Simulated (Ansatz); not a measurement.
System: TiH, charge 0, multiplicity 4. SMILES: [TiH]
Structure (B3LYP-D3(BJ)/def2-TZVP (Ansatz, a quantum-chemistry and plane-wave program) minimum search):
```
Ti
H 1 1.7615
```
Charge 0, spin multiplicity 4.

Quantity: vertical electron affinity to the triplet, in eV. Set-up: spin-orbit terms left out; six Cartesian d functions in 6-31G* and its kin unless marked 5d; non-relativistic; each state is the SCF solution reached for its charge and spin; UHF or UKS for open shells; valence correlation only (noble-gas shells and the d and f shells of earlier blocks); LANL2DZ with its own core potentials from Na on. Ab initio and DFT rows: single points at B3LYP-D3(BJ) geometries (Ansatz). A UHF reference is markedly spin-contaminated in at least one set, which strains HF and MP2. The spin state of an ion or metal species was assumed, not searched.

| level | program | vertical electron affinity to the triplet (eV) |
|---|---|---|
| HF/6-31G* | Ansatz | -0.33 |
| PBE/6-31G* | Ansatz | 0.33 |
| PBE/6-31G* with LANL2DZ past Ar | Ansatz | 0.43 |
| B3LYP/STO-3G | Ansatz | -4.18 |
| B3LYP/3-21G | Ansatz | 0.54 |
| B3LYP/6-31G* | Ansatz | 0.45 |
| B3LYP/6-31G* with LANL2DZ past Ar | Ansatz | 0.55 |
| MP2/6-31G* | Ansatz | -0.11 |
| PBE0/def2-TZVPD | Ansatz | 0.44 |
| wB97M-V/def2-TZVPD | Ansatz | 0.53 |

No value to compare with is used here. The 8 habitual levels span -4.18 (B3LYP/STO-3G) to 0.55 eV (B3LYP/6-31G* with LANL2DZ past Ar); wB97M-V/def2-TZVPD gives 0.53.

The levels are drawn from those run, B3LYP/6-31G* more often than the rest, none by its result; left out are runs that failed, that the program found above a lower state of the same kind, or whose <S^2> lies over 0.5 above the pure value.
